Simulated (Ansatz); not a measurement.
Consider the ligand exchange at a B–O bond: `BOCCC` + `OC[SiH](F)F` → `BOC[SiH](F)F` + `CCCO`.

Calculated with Ansatz (gas phase, PBE0-D4/def2-TZVP geometries, no zero-point term in ΔE). CCSD(T)/CBS adds triple-zeta CCSD(T) − MP2 to the extrapolated MP2 energy (def2 sets, frozen cores). DFT in def2-TZVPP. Each species was taken in one conformer, which may not be the lowest.

| level | ΔE (kJ/mol) |
| --- | --- |
| PBE-D4 | 3.4 |
| ωB97X-V | 2.2 |
| B2PLYP | 1.6 |
| PBE | 3.4 |
| CCSD(T)/def2-TZVPP | 1.1 |
| HF/def2-QZVPP | -0.8 |
| MP2/def2-QZVPP | 1.6 |
| MP2/CBS(def2) | 1.9 |

(1) What does CCSD(T)/CBS give? (Estimate.)

Largest T1 diagnostic among the species: 0.013.

Results:

(1) Computed: +1.7 kJ/mol. The listed levels differ from it by 1.7, 0.5, -0.1, 1.7, -0.6, -2.5, -0.1, 0.2 kJ/mol.
